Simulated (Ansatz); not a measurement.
The same hydrolysis along the group F, Cl, I.

Isolated molecules relaxed with PBE0-D4/def2-TZVP in Ansatz; ΔE leaves out vibrations. CCSD(T)/CBS adds triple-zeta CCSD(T) − MP2 to the extrapolated MP2 energy (def2 sets, frozen cores). This one scheme is used for every species. Functionals use def2-TZVPP. Elements past krypton have def2 core potentials. For I, Zr outer-core shells are correlated without core-valence functions, which leaves a few kJ/mol of doubt a bond. One conformer a species, not always the lowest.

```csv
reaction,ωB97X-V (kJ/mol),CCSD(T)/CBS(def2) (kJ/mol)
`C[N](C)[Zr]([F])([N](C)C)[N](C)C` + H₂O → `C[N](C)[Zr]([OH])([N](C)C)[N](C)C` + H–F,65,57
`C[N](C)[Zr]([Cl])([N](C)C)[N](C)C` + H₂O → `C[N](C)[Zr]([OH])([N](C)C)[N](C)C` + HCl,63,70
`C[N](C)[Zr]([I])([N](C)C)[N](C)C` + H₂O → `C[N](C)[Zr]([OH])([N](C)C)[N](C)C` + HI,60,78
```

Largest T1 diagnostic: 0.015, for `C[N](C)[Zr]([Cl])([N](C)C)[N](C)C`.
